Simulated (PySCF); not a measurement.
SMILES [CH3][Bi]([CH3])[OH] (B3LYP/def2-SVP optimised geometry):

```
11

Bi    -0.577    -1.368     0.000
C     -0.844     0.920     0.000
H     -1.875     1.167    -0.295
H     -0.141     1.368    -0.717
H     -0.644     1.311     1.008
C     -0.844    -1.491    -2.284
H     -0.615    -2.511    -2.624
H     -0.165    -0.776    -2.771
H     -1.885    -1.241    -2.543
O      1.545    -1.368     0.000
H      1.875    -0.746    -0.665
```

Method: B3LYP/def2-TZVP, def2 effective core potentials past Kr run with PySCF.

Task: What are the frontier orbital energies and the dipole moment?

Result: HOMO-2 -8.39 eV, HOMO-1 -7.19 eV, HOMO -6.94 eV, LUMO -1.00 eV, LUMO+1 -0.33 eV; dipole moment 2.36 D.
